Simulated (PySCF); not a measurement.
H4OS2Si, SMILES S[SiH](S)O.

Geometry optimised at PBE-D3(BJ)/def2-SVP. Other conformers were not sampled.

Computed with B3LYP/def2-TZVP run with PySCF.

Gas-phase values at a fixed geometry.

The total energy is -1163.74131 hartree and the highest occupied level comes out as -7.40 eV. The lowest empty level comes out as -0.29 eV. The orbital gap comes out as 7.11 eV. The dipole moment is 2.62 D. The quadrupole, principal values (traceless, Buckingham form, about the centre of nuclear charge) is -6.14, -0.31, 6.45 D·Å and the mean static polarisability comes out as 66.7 bohr³ (9.89 Å³). The polarisability, principal values comes out as 53.3, 65.7, 81.3 bohr³.
